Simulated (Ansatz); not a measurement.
CH₇InSi⁺, that is InH2(CH2SiH3) with one electron fewer. Total charge 1; doublet. Geometry B3LYP-D4/def2-SVP, that of the neutral singlet; atoms count from 1.

Cartesian coordinates in Å:
```
In -0.876 1.387 1.039
H 0.002 2.869 1.288
H -2.115 0.863 2.144
C -0.405 0.144 -0.706
Si 0.913 -1.154 -0.386
H -1.336 -0.353 -1.026
H -0.070 0.813 -1.517
H 2.190 -0.507 0.051
H 0.481 -2.080 0.707
H 1.213 -1.983 -1.594
```

In the def2 sets In takes a core potential; there is no spin–orbit coupling.

**Question.** Estimate the Mulliken populations from the PBE0/def2-TZVP orbitals of Ansatz.

**Answer.** 
```tsv
atom	charge (e)	spin (α − β)
In1	0.58	0.12
H2	0.06	0.09
H3	0.06	0.08
C4	-0.44	0.58
Si5	0.09	0.01
H6	0.22	-0.01
H7	0.23	-0.01
H8	0.05	0.00
H9	0.05	0.00
H10	0.10	0.12
```
Mulliken values depend strongly on the basis.

**Question.** Where does the spin sit?

**Answer.** Summed by element: In 0.12, H 0.28, C 0.58, Si 0.01, of 1 unpaired in all. Largest on single atoms: C4 0.58, In1 0.12, H10 0.12.

**Question.** And the Mayer bond orders between heavy atoms (over 0.3)?

**Answer.** In1–C4 0.59 (2.19 Å); C4–Si5 0.98 (1.88 Å).
